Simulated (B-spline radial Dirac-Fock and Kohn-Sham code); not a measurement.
**Two-hole binding energies of Tc⁴⁺**

System: technetium as Tc⁴⁺, configuration 1s2 2s2 2p6 3s2 3p6 3d10 4s2 4p6 4d1 5s2 (not the ground configuration).

Input of the calculation (task.json; shells as n, l, electrons):

```json
{"items": [{
  "Z": 43,
  "q": 4,
  "cfg": [[1, 0, 2], [2, 0, 2], [2, 1, 6], [3, 0, 2], [3, 1, 6], [3, 2, 10], [4, 0, 2], [4, 1, 6], [4, 2, 1], [5, 0, 2]],
  "A": 97,
  "rrms": 4.4112,
  "do": ["binding", "quiet", "double"]
}]}
```

Run with: `python xray_run.py task.json out`

Method: relaxed Dirac-Fock hole states (ΔSCF) with Breit and QED corrections and a finite nucleus. Computed with a radial atomic solver. U is the two-hole binding energy less the two single-hole energies, the effective repulsion of the holes after relaxation. Each two-hole energy is an average over J within one jj subconfiguration.

```csv
holes,E(a) (eV),E(b) (eV),E(ab) (eV),U (eV)
1s⁻¹ 2p3/2⁻¹,21120.9,2756.5,24055.2,177.7
1s⁻¹ 3p3/2⁻¹,21120.9,506.3,21684.0,56.8
1s⁻¹ 3d3/2⁻¹,21120.9,333.2,21505.9,51.8
2s⁻¹ 2p3/2⁻¹,3127.2,2756.5,5987.2,103.4
2p1/2⁻²,2873.0,2873.0,5884.2,138.2
2p1/2⁻¹ 2p3/2⁻¹,2873.0,2756.5,?,?
2s⁻¹ 3p1/2⁻¹,3127.2,526.4,3705.0,51.4
2s⁻¹ 3d3/2⁻¹,3127.2,333.2,3513.2,52.9
2p3/2⁻¹ 3s⁻¹,2756.5,624.7,3431.8,50.5
2p3/2⁻¹ 3p1/2⁻¹,2756.5,526.4,3335.6,52.7
2p1/2⁻¹ 3d3/2⁻¹,2873.0,333.2,3257.6,51.5
2p3/2⁻¹ 3d5/2⁻¹,2756.5,329.5,3137.9,51.9
3d3/2⁻¹ 3d5/2⁻¹,333.2,329.5,706.3,43.6
3d5/2⁻²,329.5,329.5,702.0,43.1
```

Problem. Give the missing two-hole energy and U.

Solution. E(ab) = 5755.2 eV and U = 125.6 eV.
